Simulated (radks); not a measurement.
Results of a calculation; reference values are marked as such.
I, configuration [Kr] 4d9 5s2 5p6 (not the ground configuration). Code: a radial shooting solver on a logarithmic mesh with Libxc functionals. Model: scalar-relativistic Kohn-Sham, LDA (Slater exchange, Perdew-Wang correlation), spin-polarised, spherical densities, finite nucleus; open shells are filled with parallel spins first (spin-orbit coupling, left out, can overturn this in heavy ions); Fermi nuclear charge, rms radius 4.75 fm.

Normalised radial functions P(r) = r R(r), r in bohr:

r,4d up,4d down,5s down
0.002966,0.0001,0.0001,0.0605
0.003957,0.0001,0.0001,0.0745
0.005277,0.0003,0.0003,0.0896
0.007038,0.0007,0.0007,0.1047
0.009313,0.0016,0.0016,0.1167
0.01242,0.0035,0.0035,0.1224
0.01657,0.0075,0.0075,0.1152
0.0221,0.0159,0.0159,0.0880
0.02947,0.0329,0.0329,0.0349
0.03931,0.0654,0.0653,-0.0433
0.05201,0.1216,0.1215,-0.1290
0.06936,0.2158,0.2155,-0.1921
0.09251,0.3509,0.3504,-0.1790
0.1234,0.5080,0.5073,-0.0546
0.1646,0.6247,0.6237,0.1466
0.2178,0.5985,0.5975,0.2873
0.2904,0.3284,0.3277,0.2135
0.3874,-0.1869,-0.1871,-0.0999
0.5167,-0.7684,-0.7676,-0.4057
0.6891,-1.1260,-1.1242,-0.3607
0.9118,-1.0936,-1.0922,0.0778
1.216,-0.7657,-0.7666,0.6106
1.622,-0.3879,-0.3906,0.8467
2.163,-0.1378,-0.1400,0.7056
2.885,-0.0322,-0.0331,0.3980
3.818,-0.0048,-0.0050,0.1572
5.092,-0.0003,-0.0004,0.0388
6.791,0.0000,0.0000,0.0055

4d up: eigenvalue -57.256 eV, 1 radial node at r = 0.353 bohr, <r> = 0.904 bohr, 90 % of the charge inside 1.37 bohr. 4d down: eigenvalue -56.321 eV, 1 radial node at r = 0.353 bohr, <r> = 0.905 bohr, 90 % of the charge inside 1.38 bohr. 5s down: eigenvalue -19.341 eV, 4 radial nodes at r = 0.0338, 0.134, 0.358, 0.876 bohr, <r> = 1.90 bohr, 90 % of the charge inside 2.77 bohr.
